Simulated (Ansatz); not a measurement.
Basis-set extrapolation for `F[SiH2]N[SiH2][SiH3]` (PBE0-D4/def2-TZVP geometry, frozen core, the Gaussian-basis code of Ansatz). Multiplicity 1, RHF reference.

```
                       def2-TZVPP    def2-QZVPP
                 HF  -1025.570987  -1025.606490
    MP2 correlation     -0.834732     -0.902531
CCSD(T) correlation     -0.926283       not run
```

Energies in hartree. Use E(X) = E(∞) + A·exp(−7.88·√X) for Hartree–Fock and E(X) = E(∞) + B·X^(−2.97) for correlation, with X = 3 and 4, and add CCSD(T) minus MP2 of the smaller set to the MP2 limit.

**Question.** What is the CCSD(T) energy at the basis-set limit?

**Answer.** HF limit: -1025.606490 + (-0.035503) × 0.13774 = -1025.61138. MP2 limit: -0.902531 + (-0.067799) × 0.74074 = -0.95275. Higher-order term: -0.926283 − (-0.834732) = -0.09155. Total: -1026.65568 hartree, 415.9 kJ/mol below CCSD(T)/def2-TZVPP.
